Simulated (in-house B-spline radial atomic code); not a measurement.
How numerical settings move a run on Mg IV (Mg3+), [He] 2s2 2p5. Computed with a B-spline radial code for spherical atoms: non-relativistic PBE0, spin-polarised, spherical fractional occupations, point nucleus.

Command:
```bash
python run_scf.py task.json out
```
Settings of the sound reference run:
```
Z                12
electrons        9
configuration    [He] 2s2 2p5
hamiltonian      nr
method           pbe0
spin_polarised   True
knot_spacing     0.22
spline_order     8
gauss_points     12
box_radius       16.22
max_iterations   70
damping          0.5
damped_steps     3
diis_vectors     10
tolerance        1e-08
start            Thomas-Fermi
```

Cost of the run: 0.37 s on 1 thread of Intel(R) Xeon(R) Platinum 8259CL CPU @ 2.50GHz, with other jobs on the host.

It converges in 9 iterations to -196.073369 hartree, with 2p down at -96.143 eV. The other runs change the listed settings, some to values that make no sense; their results aren't properties of the atom or ion. Radii are in bohr (the nuclear one in fm), a minus after a letter asks for a j subshell, and «unchanged» means within 1e-8 hartree. The run stops when the residual is below 10 × tolerance × max(1, Z/10), or a noise floor if that is larger, and the energy moves by less than 1e-8 × √|E| hartree; so very loose and very tight tolerances often act alike.

```tsv
changed settings	outcome
box_radius = 0.65, max_iterations = 8, damping = 0	converged in 6 iterations, energy +6.09e+01 hartree from the reference, 2p down level +3.2e+02 eV (the program warns: 2p down has a positive eigenvalue: unbound, held by the box; 2s up has a positive eigenvalue: unbound, held by the box)
electrons = 10, configuration = [He] 2s2 2p5 2f1, max_iterations = 75	stopped with error: there is no 2f shell
knot_spacing = 0.3	converged in 9 iterations, energy +3.60e-07 hartree from the reference, 2p down level -9.0e-06 eV
knot_spacing = 0.55	converged in 9 iterations, energy +6.49e-04 hartree from the reference, 2p down level -1.2e-03 eV
knot_spacing = 1.4	converged in 9 iterations, energy +2.18e+00 hartree from the reference, 2p down level -8.5e-01 eV (the program warns: 1s up reaches the box edge; 1s down reaches the box edge)
knot_spacing = 0.15	converged in 9 iterations, energy -5.24e-08 hartree from the reference
electrons = 11, configuration = [He] 2s2 2p7, max_iterations = 100	stopped with error: shell 2p holds at most 3 electrons (per spin)
max_iterations = 2	not converged after 2 iterations, last residual 2.1e-01, last energy +7.27e-01 hartree from the reference
gauss_points = 16, max_iterations = 60, diis_vectors = 1	converged in 19 iterations, energy unchanged, 2p down level -7.9e-06 eV
spline_order = 6, box_radius = 64.88, max_iterations = 5	not converged after 5 iterations, last residual 8.5e-03, last energy +1.31e-03 hartree from the reference
max_iterations = 75, damping = 0, start = bare nucleus	converged in 9 iterations, energy unchanged, 2p down level +7.4e-07 eV
max_iterations = 8	not converged after 8 iterations, last residual 5.1e-07, last energy -2.00e-11 hartree from the reference
knot_spacing = 0.1	converged in 9 iterations, energy -5.28e-08 hartree from the reference
tolerance = 1e-13	converged in 9 iterations, energy unchanged
hamiltonian = dirac, method = hf, nucleus = fermi, rms_radius = 3.057, mass_number = 24, atomic_mass = 23.98504, speed_of_light = 137.036	stopped with error: spin polarisation is not served with the Dirac Hamiltonian
```

What happens with knot_spacing = 1?

Converged in 9 iterations, energy +2.20e-01 hartree from the reference, 2p down level -1.5e-01 eV.

What happens with knot_spacing = 2?

Converged in 9 iterations, energy +7.92e+00 hartree from the reference, 2p down level -3.7e+00 eV (the program warns: 2p down reaches the box edge; 1s up reaches the box edge).

What happens with max_iterations = 5?

Not converged after 5 iterations, last residual 8.6e-03, last energy +1.31e-03 hartree from the reference.

What happens with knot_spacing = 0.75?

Converged in 9 iterations, energy +4.89e-02 hartree from the reference, 2p down level -4.1e-02 eV.
